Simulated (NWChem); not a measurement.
Everything below was run with NWChem. System: H$_{4}$BClS, charge 0, spin multiplicity 1, at a geometry optimised with PBE/def2-SVP. The structure started from a generated list of species. Level: G0W0@PBE0/def2-TZVPD, RI basis def2-tzvpd-rifit.

Job file:

```
start mol
memory heap 200 mb stack 700 mb global 1700 mb
geometry units angstroms nocenter noautoz
  B     -0.952337    -0.159237     0.000000
  H     -1.577453     0.005911    -1.036810
  H     -1.577453     0.005911     1.036810
  Cl     0.202912    -1.578992     0.000000
  S      0.146908     1.565908     0.000000
  H      1.058280     1.286342     0.980557
  H      1.058280     1.286342    -0.980557
  symmetry group Cs
end
basis spherical
  * library def2-tzvpd
end
basis "ri basis" bse spherical
  * library def2-tzvpd-rifit
end
dft
  xc pbe0
  iterations 100
  direct
  tolerances tight
end
task dft energy
gw
  method cdgw
  states alpha occ 4 vir 2
end
task dft gw
```

NWChem printed:

```
             Northwest Computational Chemistry Package (NWChem) 7.3.0
             --------------------------------------------------------

                                NWChem Input Module
                                -------------------

 Scaling coordinates for geometry "geometry" by  1.889725989
 (inverse scale =  0.529177249)

 Turning off AUTOSYM since
 SYMMETRY directive was detected!

                             Geometry "geometry" -> ""
                             -------------------------

 Output coordinates in angstroms (scale by  1.889725989 to convert to a.u.)

  No.       Tag          Charge          X              Y              Z
 ---- ---------------- ---------- -------------- -------------- --------------
    1 B                    5.0000    -0.95233700    -0.15923700     0.00000000
    2 H                    1.0000    -1.57745300     0.00591100    -1.03681000
    3 H                    1.0000    -1.57745300     0.00591100     1.03681000
    4 Cl                  17.0000     0.20291200    -1.57899200     0.00000000
    5 S                   16.0000     0.14690800     1.56590800     0.00000000
    6 H                    1.0000     1.05828000     1.28634200     0.98055700
    7 H                    1.0000     1.05828000     1.28634200    -0.98055700

 Effective nuclear repulsion energy (a.u.)     130.2040594025

            Nuclear Dipole moment (a.u.)
            ----------------------------
        X                 Y               Z
 ---------------- ---------------- ----------------
     0.0000018897    -0.0000283459     0.0000000000

      Symmetry information
      --------------------

 Group name             Cs
 Group number              2
 Group order               2
 No. of unique centers     5

      Symmetry unique atoms

     1    2    4    5    6


 Summary of "ao basis" -> "" (spherical)
 ------------------------------------------------------------------------------
       Tag                 Description            Shells   Functions and Types
 ---------------- ------------------------------  ------  ---------------------
 *                         def2-tzvpd                 on all atoms
[...]
           0.000000000000           0.000000000000         672.640574320271

     Multipole analysis of the density
     ---------------------------------

     L   x y z        total         alpha         beta         nuclear
     -   - - -        -----         -----         ----         -------
     0   0 0 0     -0.000000    -21.000000    -21.000000     42.000000

     1   1 0 0      0.753629      0.376814      0.376814      0.000002
     1   0 1 0      1.464264      0.732146      0.732146     -0.000028
     1   0 0 1     -0.000000     -0.000000     -0.000000      0.000000

     2   2 0 0    -25.346989    -35.522262    -35.522262     45.697535
     2   1 1 0      1.657764     -2.199701     -2.199701      6.057165
     2   1 0 1     -0.000000     -0.000000     -0.000000      0.000000
     2   0 2 0    -26.448896   -165.091023   -165.091023    303.733150
     2   0 1 1     -0.000000     -0.000000     -0.000000      0.000000
     2   0 0 2    -24.489004    -19.516857    -19.516857     14.544709

 Task  times  cpu:       29.1s     wall:       29.1s

                                NWChem Input Module
                                -------------------

                                 NWChem GW Module
                                 ----------------

                             ***********************
                             ***        GW       ***
                             ***********************

 Summary of "ri basis" -> "ri basis" (spherical)
 ------------------------------------------------------------------------------
       Tag                 Description            Shells   Functions and Types
 ---------------- ------------------------------  ------  ---------------------
 B                      def2-tzvpd-rifit            26       92   9s7p5d4f1g
 H                      def2-tzvpd-rifit            10       24   5s3p2d
 Cl                     def2-tzvpd-rifit            33      129   10s8p7d6f2g
 S                      def2-tzvpd-rifit            33      129   10s8p7d6f2g

                 Memory Information
                 ------------------
          Available GA per process is          1699.8 MBs
          Available stack per process is        700.0 MBs
          Available heap per process is           0.0 MBs

          Peak memory in Initialization
              Peak GA per process is                 14.7 MBs
              Peak stack per process is               0.3 MBs
              Peak heap per process is               15.2 MBs
              Memory not in MA per process            0.0 MBs

          Peak memory in CDGW Calculation
              Peak GA per process is                 17.9 MBs
              Peak stack per process is               3.0 MBs
              Peak heap per process is                3.4 MBs
              Memory not in MA per process            0.0 MBs

          Computing 2-center integrals
          Computing Inverse Cholesky factor
          Computing 3-center integrals
          Computing Vxc

          Computing Sigma_x
          Computing W(iw) on the imaginary grid
          Solving quasiparticle equations

                  Alpha Orbitals
          State     Energy (eV)     Error (eV)
          -----------------------------------
@GW        18        -12.377           0.001
@GW        19        -12.003           0.002
@GW        20        -10.110           0.005
@GW        21         -9.926           0.002
@GW        22          1.332           0.002
@GW        23          0.697           0.005

     GW Timing Statistics
   ------------------------
   Init.   :          0.1s
     ERIs  :          2.8s
     Distr.:          0.0s
     Vxc   :          3.7s
   Vmo     :          0.0s
   iW      :          5.0s
   I_n     :          0.0s
   R_n     :          0.5s
   GW total:         12.1s

 Task  times  cpu:       12.1s     wall:       12.1s

 Total times  cpu:       41.2s     wall:       41.2s
```
